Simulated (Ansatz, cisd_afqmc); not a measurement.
System: CaCl2, charge 0, singlet. CaCl2 (SMILES [Cl][Ca][Cl]).
B3LYP-D3(BJ)/def2-TZVP minimum from Ansatz (an electronic-structure program):
```xyz
3

Ca     0.0000     0.0000     0.0000
Cl     0.0000     0.0000     2.4696
Cl     0.0000     0.0000    -2.4696
```

Total energies in def2-SVP, 16 correlated electrons, 19 frozen orbitals. Open shells are spin-unrestricted; no spin-orbit coupling. Correlated methods leave the cores frozen (noble-gas shells, and filled d and f shells in the p block). No relativity. AFQMC/CISD: phaseless, guided by CISD from CCSD amplitudes; bars are statistical, one sigma. Outlying blocks are dropped, and bars are widened where a walk drifts. Over all cases where full CI ran beside it in this data, AFQMC minus full CI had a median of +0.1 mEh and passed +0.4 mEh in a tenth of the cases.

```csv
method,program,energy (Eh),minus CCSDTQ (mEh)
HF,Ansatz,-1595.57980,307.26
MP2,Ansatz,-1595.85792,29.14
CCSD,Ansatz,-1595.88158,5.49
CCSD(T),Ansatz,-1595.88618,0.88
CCSDT(Q),Ansatz,-1595.88706,0.01
CCSDTQ,Ansatz,-1595.88706,0.00
AFQMC/CISD,cisd_afqmc,-1595.8873 ± 0.0003,-0.3 ± 0.3
```

Rough core times of Ansatz's runs on a shared machine: CCSD(T) under 20 s, CCSDT(Q) under 20 s, CCSDTQ 20 min.
